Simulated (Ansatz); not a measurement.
Geometry optimisation, RKS B3LYP-D4/def2-SVP (Ansatz 0.2.0).

input.yaml

```yaml
crystal:
  periodic: [false, false, false]
  atoms:
    - { symbol: W, position_ang: [-0.267875, 0.143188, -0.159337] }
    - { symbol: F, position_ang: [-0.574981, 0.655728, 1.609055] }
    - { symbol: H, position_ang: [1.217282, 0.231506, -0.95577] }
    - { symbol: Cl, position_ang: [-0.254442, 2.40715, -0.520482] }
    - { symbol: F, position_ang: [-1.649969, -1.114361, -0.042969] }
    - { symbol: F, position_ang: [0.782316, -1.220561, 0.572026] }
    - { symbol: F, position_ang: [-0.814515, 0.073429, -1.937035] }
    - { symbol: O, position_ang: [2.111829, 1.209832, 1.564151] }
    - { symbol: H, position_ang: [2.512182, 0.368782, 1.828225] }
    - { symbol: H, position_ang: [1.360073, 1.313008, 2.194836] }
basis:
  gaussian: { orbitals: def2-SVP }
hamiltonian:
  xc: b3lyp
  dispersion: d4
relax:
  f_tol: 0.03
  max_steps: 50
```

Run as:

```bash
$ ansatz run input.yaml --threads 4 --pin off --max-ram 5120MiB --backend cpu --events-out ev --progress --plain --runs-dir out
```

Q: Where does it end, and by what steps?

A: The run converged. After 10 steps the energy has fallen by 0.409 eV; O8 moved furthest, 0.57 Å. Joined: W1–O8 (3.13 → 2.31 Å).

| step | energy less start (eV) | largest force component (eV/Å) | accepted |
| --- | --- | --- | --- |
| 0 | 0.0000 | 0.904 | yes |
| 1 | -0.0574 | 1.632 | yes |
| 2 | -0.2119 | 1.373 | yes |
| 3 | -0.3639 | 1.078 | yes |
| 4 | -0.3596 | 0.537 | no |
| 5 | -0.3997 | 0.155 | yes |
| 6 | -0.4047 | 0.173 | yes |
| 7 | -0.4077 | 0.069 | yes |
| 8 | -0.4088 | 0.043 | yes |
| 9 | -0.4092 | 0.042 | yes |
| 10 | -0.4094 | 0.015 | yes |

```xyz
10
Properties=species:S:1:pos:R:3
W -0.088 0.212 0.000
F -0.648 0.658 1.773
H 1.399 0.198 -0.810
Cl -0.296 2.481 -0.383
F -1.544 -0.963 0.014
F 0.818 -1.281 0.721
F -0.500 0.108 -1.825
O 1.690 1.051 1.209
H 2.302 0.317 1.386
H 1.290 1.287 2.068
```

Whether the end is a true minimum wasn't checked by a vibrational analysis.

Run time: 39 s on 4 threads of Arm Neoverse V2 (shared host), peak memory 0.39 GiB.
